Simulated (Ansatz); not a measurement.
Consider the formal exchange of groups at the Se–Ge bond: `[CH3][Ge]([CH3])([Cl])[SeH]` + GeH₄ → `[GeH3][SeH]` + `[CH3][GeH]([CH3])[Cl]`.

Gas-phase electronic energies from Ansatz, PBE0-D4/def2-TZVP geometries. CCSD(T)/CBS adds triple-zeta CCSD(T) − MP2 to the extrapolated MP2 energy (def2 sets, frozen cores). DFT in def2-TZVPP. B3LYP here is the variant with VWN-RPA as its local correlation; programs differ in this. HSE06 is defined as in plane-wave codes. For Ge, Se outer-core shells are correlated without core-valence functions, which leaves a few kJ/mol of doubt a bond. Scalar relativity is left out up to krypton. Each species was taken in one conformer, which may not be the lowest.

`[CH3][Ge]([CH3])([Cl])[SeH]`:

Cartesian coordinates in Å:
```
C 0.435 0.619 1.488
Ge 0.261 0.033 -0.355
C -1.556 -0.201 -0.994
Cl 1.159 1.601 -1.563
Se 1.401 -1.992 -0.726
H 0.004 -0.130 2.154
H 1.488 0.755 1.734
H -0.085 1.569 1.617
H -1.545 -0.493 -2.044
H -2.098 0.740 -0.893
H -2.060 -0.973 -0.410
H 2.595 -1.529 -0.008
```

GeH₄:

Z-matrix (Å, degrees):
```
Ge
H 1 1.534
H 1 1.534 2 109.5
H 1 1.534 2 109.5 3 -120.0
H 1 1.534 2 109.5 3 120.0
```

`[GeH3][SeH]`:

```xyz
6

Ge   -0.212    0.080    0.556
Se    1.332    0.194   -1.222
H    -0.533   -1.383    0.895
H     0.493    0.762    1.735
H    -1.502    0.829    0.193
H     0.421   -0.481   -2.156
```

`[CH3][GeH]([CH3])[Cl]`:

Z-matrix (Å, degrees):
```
C
Ge 1 1.942
H 1 1.091 2 109.8
H 1 1.092 2 110.1 3 -119.9
H 1 1.090 2 110.2 3 119.9
C 2 1.942 1 113.3 3 56.2
Cl 2 2.173 1 106.7 3 -60.9
H 2 1.540 1 112.0 3 -175.8
H 6 1.092 2 110.1 1 63.9
H 6 1.090 2 109.8 1 -56.0
H 6 1.090 2 110.2 1 -176.0
```

| level | ΔE (kcal/mol) | difference from CCSD(T)/CBS |
| --- | --- | --- |
| LDA (SPW92) | 3.9 | 0.3 |
| PBE-D4 | 3.9 | 0.3 |
| revPBE-D4 | 4.3 | 0.7 |
| BLYP-D4 | 4.4 | 0.8 |
| r2SCAN-D4 | 3.7 | 0.1 |
| B97M-V | 3.4 | -0.2 |
| PBE0-D4 | 3.5 | -0.1 |
| B3LYP-D4 | 3.9 | 0.3 |
| r2SCANh-D4 | 3.6 | 0.0 |
| r2SCAN0-D4 | 3.3 | -0.3 |
| HSE06-D4 | 3.5 | -0.1 |
| BHLYP-D4 | 3.5 | -0.1 |
| CAM-B3LYP-D4 | 3.4 | -0.2 |
| ωB97X-V | 3.1 | -0.5 |
| ωB97M-V | 3.3 | -0.3 |
| B2PLYP | 3.0 | -0.6 |
| PBE-QIDH | 3.1 | -0.5 |
| PBE | 2.8 | -0.8 |
| revPBE | 2.3 | -1.3 |
| r2SCAN | 3.4 | -0.2 |
| PBE0 | 2.4 | -1.2 |
| B3LYP | 2.1 | -1.5 |
| r2SCANh | 3.2 | -0.4 |
| r2SCAN0 | 2.9 | -0.7 |
| HSE06 | 2.4 | -1.2 |
| BHLYP | 1.8 | -1.8 |
| CAM-B3LYP | 2.3 | -1.3 |
| LC-ωPBE | 2.3 | -1.3 |
| HF/def2-SVP | 1.2 | -2.4 |
| MP2/def2-SVP | 4.2 | 0.6 |
| CCSD/def2-SVP | 3.3 | -0.3 |
| CCSD(T)/def2-SVP | 3.7 | 0.1 |
| HF/def2-TZVPP | 0.9 | -2.7 |
| MP2/def2-TZVPP | 4.4 | 0.8 |
| SCS-MP2/def2-TZVPP | 3.7 | 0.1 |
| CCSD/def2-TZVPP | 3.1 | -0.5 |
| CCSD(T)/def2-TZVPP | 3.7 | 0.1 |
| HF/def2-QZVPP | 0.8 | -2.8 |
| HF/CBS(def2) | 0.8 | -2.8 |
| MP2/CBS(def2) | 4.3 | 0.7 |
| CCSD(T)/CBS | 3.6 | 0 |

Largest T1 diagnostic among the species: 0.012.

Leaving LDA and LC-ωPBE aside and taking each functional with its dispersion term where it has one, the values spread over 1.5 kcal/mol, from B2PLYP to BLYP-D4. LDA lies +1.1 kcal/mol from PBE without D4. In def2-TZVPP, CCSD(T) changes the Hartree–Fock value by +2.8 kcal/mol (the triples alone add +0.6 kcal/mol) and MP2 by +3.5 kcal/mol.
